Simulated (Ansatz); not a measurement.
Computed with Ansatz on PBE0-D4/def2-TZVP structures; ΔE is electronic, products minus reactants. CCSD(T)/CBS adds triple-zeta CCSD(T) − MP2 to the extrapolated MP2 energy (def2 sets, frozen cores). This one scheme is used for every species. Each species was taken in one conformer, which may not be the lowest.

Reaction (ligand exchange at the Si–C bond): `C[SiH2]C` + `CN[SiH3]` → `C[SiH2]N(C)[SiH3]` + CH₄

```tsv
species	CCSD(T)/CBS(def2) energy (Eh)
`C[SiH2]C`	-370.01595
`CN[SiH3]`	-386.04948
`C[SiH2]N(C)[SiH3]`	-715.62877
CH₄	-40.46206
```

Problem. Work out ΔE.

Solution. ΔE = (-715.62877) + (-40.46206) − (-370.01595) − (-386.04948) = -0.02540 Eh = -0.69 eV.

Problem. What do rigid-rotor, harmonic-oscillator terms from PBE0-D4/def2-TZVP frequencies (298.15 K, 1 bar) make of the CCSD(T)/CBS value? (Estimate.)

Solution. Computed: ΔZPE = -0.03 eV, ΔH = -0.69 eV, ΔS = -13 J/(mol·K), ΔG = -0.65 eV. Modes under 50 cm⁻¹ make the entropy rough.

Largest T1 diagnostic among the species: 0.010.

In def2-TZVPP, CCSD(T) changes the Hartree–Fock value by −0.07 eV (the triples alone add −0.02 eV) and MP2 by −0.11 eV. Leaving LDA and LC-ωPBE aside and taking each functional with its dispersion term where it has one, the values, not all of them listed here, spread over 0.11 eV, from BHLYP-D4 to PBE-D4. LDA lies −0.07 eV from PBE without D4.
